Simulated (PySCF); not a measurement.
Computed IR spectrum (relative IR intensity) of a molecule C2H7BO. Coordinates come from a PBE-D3(BJ)/def2-SVP optimisation. One conformer was computed; it need not be the lowest. Computed with PySCF with PBE-D3(BJ)/def2-SVP. No scaling factor is applied to the harmonic values.

| ν (cm⁻¹) | relative intensity |
|---|---|
| 951 | 15 |
| 990 | 16 |
| 999 | 6.9 |
| 1109 | 3.7 |
| 1165 | 4.3 |
| 1264 | 4.9 |
| 1343 | 100 |
| 1388 | 14 |
| 1418 | 4.0 |
| 1458 | 51 |
| 2467 | 60 |
| 2947 | 21 |
| 3036 | 2.0 |
| 3042 | 8.5 |
| 3049 | 7.6 |
| 3079 | 4.6 |

Task: Which molecule gave these data?
A) CBOC
B) CCBO
C) BOCC
D) CB(C)O

Result: A, CBOC
